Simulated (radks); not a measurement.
Values are calculated unless marked as measured or tabulated.
The lutetium ion Lu3+, 68 electrons, occupied as [Kr] 4d10 4f14 5s2 5p5.5 6s0.5 (fractional occupations, a model configuration).

Code: a radial shooting solver on a logarithmic mesh with Libxc functionals. Model: Dirac Kohn-Sham, LDA (Slater exchange, VWN5 correlation), spin-unpolarised, spherical densities, finite nucleus; open shells are shared between the two j in proportion to 2j + 1; Fermi nuclear charge, rms radius 5.37 fm.

Energy parts (eV):
| part | energy |
|---|---|
| total | -396421.79 |
| kinetic | 441629.57 |
| electron-nucleus | -983901.69 |
| Hartree | 153805.49 |
| exchange-correlation | -7955.16 |

Orbitals (lengths in bohr, moments of r in powers of bohr; <r^-3> diverges for s and p1/2; r(90%) holds 90 % of the orbital's charge):
[
 {"orbital": "1s1/2", "occ.": "2", "eigenvalue (eV)": "-63119.13", "<r^-3>": "-", "r(90%)": "0.0351"},
 {"orbital": "2s1/2", "occ.": "2", "eigenvalue (eV)": "-10764.52", "<r^-3>": "-", "r(90%)": "0.127"},
 {"orbital": "2p1/2", "occ.": "2", "eigenvalue (eV)": "-10281.28", "<r^-3>": "-", "r(90%)": "0.112"},
 {"orbital": "2p3/2", "occ.": "4", "eigenvalue (eV)": "-9165.024", "<r^-3>": "14140", "r(90%)": "0.122"},
 {"orbital": "3s1/2", "occ.": "2", "eigenvalue (eV)": "-2461.788", "<r^-3>": "-", "r(90%)": "0.312"},
 {"orbital": "3p1/2", "occ.": "2", "eigenvalue (eV)": "-2247.063", "<r^-3>": "-", "r(90%)": "0.304"},
 {"orbital": "3p3/2", "occ.": "4", "eigenvalue (eV)": "-2009.038", "<r^-3>": "3140", "r(90%)": "0.324"},
 {"orbital": "3d3/2", "occ.": "4", "eigenvalue (eV)": "-1642.467", "<r^-3>": "539.5", "r(90%)": "0.296"},
 {"orbital": "3d5/2", "occ.": "6", "eigenvalue (eV)": "-1590.444", "<r^-3>": "465.4", "r(90%)": "0.302"},
 {"orbital": "4s1/2", "occ.": "2", "eigenvalue (eV)": "-513.3361", "<r^-3>": "-", "r(90%)": "0.688"},
 {"orbital": "4p1/2", "occ.": "2", "eigenvalue (eV)": "-425.8532", "<r^-3>": "-", "r(90%)": "0.707"},
 {"orbital": "4p3/2", "occ.": "4", "eigenvalue (eV)": "-371.5114", "<r^-3>": "716.1", "r(90%)": "0.755"},
 {"orbital": "4d3/2", "occ.": "4", "eigenvalue (eV)": "-227.2259", "<r^-3>": "106.3", "r(90%)": "0.815"},
 {"orbital": "4d5/2", "occ.": "6", "eigenvalue (eV)": "-217.3079", "<r^-3>": "89.77", "r(90%)": "0.832"},
 {"orbital": "5s1/2", "occ.": "2", "eigenvalue (eV)": "-90.7899", "<r^-3>": "-", "r(90%)": "1.67"},
 {"orbital": "5p1/2", "occ.": "1.83333", "eigenvalue (eV)": "-66.1207", "<r^-3>": "-", "r(90%)": "1.88"},
 {"orbital": "5p3/2", "occ.": "3.66667", "eigenvalue (eV)": "-58.8239", "<r^-3>": "94.67", "r(90%)": "2.03"},
 {"orbital": "4f5/2", "occ.": "6", "eigenvalue (eV)": "-40.5196", "<r^-3>": "14.43", "r(90%)": "1.21"},
 {"orbital": "4f7/2", "occ.": "8", "eigenvalue (eV)": "-38.9810", "<r^-3>": "13.73", "r(90%)": "1.23"},
 {"orbital": "6s1/2", "occ.": "0.5", "eigenvalue (eV)": "-26.0302", "<r^-3>": "-", "r(90%)": "3.99"}
]

The highest occupied level is 6s1/2 at -26.030 eV. The electron density at the nucleus is 1.107e+06 e/bohr^3.
